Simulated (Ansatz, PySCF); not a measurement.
Be₂F₂, SMILES [F][Be][Be][F]. Atoms are numbered in the order given.

```xyz
4

F      0.0000     2.3970    -0.0021
Be     0.0000     1.0262    -0.0020
Be     0.0000    -1.0262    -0.0020
F      0.0000    -2.3970    -0.0021
```

Coordinates come from a PBE0-D3(BJ)/def2-TZVP optimisation. Other conformers were not sampled.

Two levels are set side by side: PBE-D3(BJ)/def2-TZVP (Ansatz, a first-principles code) and PBE0-D3(BJ)/def2-TZVP (Ansatz). Each level has its own optimised geometry; the coordinates shown are those of the second. Frequencies come from the Hessian of PySCF at each geometry. Differences are taken from unrounded values.

```tsv
quantity	PBE0-D3(BJ)
mean bond length (Å)	1.598
bond F1–Be2 (Å)	1.371
bond Be2–Be3 (Å)	2.052
bond Be3–F4 (Å)	1.371
highest harmonic wavenumber (cm⁻¹)	1391
mean harmonic wavenumber (cm⁻¹)	569
zero-point energy (kcal/mol)	5.70
```

Problem. What does PBE-D3(BJ) give, and how far is it from PBE0-D3(BJ)? (An estimate is asked for; the answer gives what the named calculation found.)

Solution. 
| quantity | PBE-D3(BJ) | PBE-D3(BJ) minus PBE0-D3(BJ) |
|---|---|---|
| mean bond length (Å) | 1.605 | 0.007 |
| bond F1–Be2 (Å) | 1.382 | 0.011 |
| bond Be2–Be3 (Å) | 2.050 | -0.003 |
| bond Be3–F4 (Å) | 1.382 | 0.011 |
| highest harmonic wavenumber (cm⁻¹) | 1354 | -37 |
| mean harmonic wavenumber (cm⁻¹) | 554 | -15 |
| zero-point energy (kcal/mol) | 5.54 | -0.15 |

Exact exchange shortens and stiffens bonds; PBE has none. Differences between two approximate levels are no errors against the true value.
